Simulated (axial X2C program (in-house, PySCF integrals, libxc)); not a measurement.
## Potential curves of GaTa, with spin–orbit coupling

Computed with an axial X2C code built on PySCF integrals. Two-component (2c) means X2C with spin–orbit coupling and atomic mean-field two-electron Coulomb and Gaunt terms. Basis: Ta dyall-cv3z [13s14p9d7f4g], Ga dyall-cv3z [9s9p7d4f1g] (cores contracted in-house); Gaussian nuclei, density fitting, unrestricted open shells. Masses: Ta 180.948 u, Ga 68.926 u.

State: Ω = 4 (⟨Sz⟩ = 1.97, ⟨Lz⟩ = 2.03 at PBE0). Energies in kJ/mol from the lowest point of each curve. Fits are polynomials in 1 − R0/R over 0.85 to 1.23 times the lowest point R0.

```json
{"R (Å)": "2.2716", "PBE0": "59.28", "PBE50": "54.40"}
{"R (Å)": "2.3760", "PBE0": "24.36", "PBE50": "20.86"}
{"R (Å)": "2.4543", "PBE0": "9.60", "PBE50": "7.24"}
{"R (Å)": "2.5327", "PBE0": "2.06", "PBE50": "0.89"}
{"R (Å)": "2.6110", "PBE0": "0.00", "PBE50": "0.00"}
{"R (Å)": "2.7024", "PBE0": "2.67", "PBE50": "3.94"}
{"R (Å)": "2.7938", "PBE0": "9.23", "PBE50": "11.58"}
{"R (Å)": "2.9113", "PBE0": "21.38", "PBE50": "24.63"}
{"R (Å)": "3.0549", "PBE0": "39.46", "PBE50": "42.54"}
{"R (Å)": "3.2638", "PBE0": "67.84", "PBE50": "67.68"}
```

The state is one determinant whose occupation by symmetry is held fixed; it was picked as the lowest of a PBE0 search that is not exhaustive. Density functionals use the spin component along the axis (collinear). PBE0 can misorder states that lie within some tenths of an eV, so this need not be the ground state of the molecule. The nearest other spin-free determinant of the search, M_S = 3, Λ = 0, lies 0.25 eV up at the distance of the search. The functionals have no current-density term, which raises determinants with orbital currents, atoms included. With several unpaired electrons one determinant need not be a pure state. A state of lower Ω lies just above, and one determinant can place such states too high, so the state shown need not be the lowest. The search has Ω = 3 only 0.04 eV up. Open-shell Ω = 0 determinants with evenly filled partner blocks cannot be reached by this program, so the Ω shown need not be the lowest component. The determinant is spin-polarised beyond a pure state at some levels (its spin-free form has ⟨S²⟩ too high), which makes Re and μ there less reliable.

Fit the PBE0 curve near its minimum: give the equilibrium distance and the harmonic wavenumber.

At PBE0, 2c: Re = 2.608 Å, ωe ≈ 195 cm⁻¹; Be follows as 0.0497 cm⁻¹.

What are Re and ωe at the PBE50 level?

At PBE50, 2c: Re = 2.586 Å, ωe ≈ 201 cm⁻¹; Be follows as 0.0505 cm⁻¹.
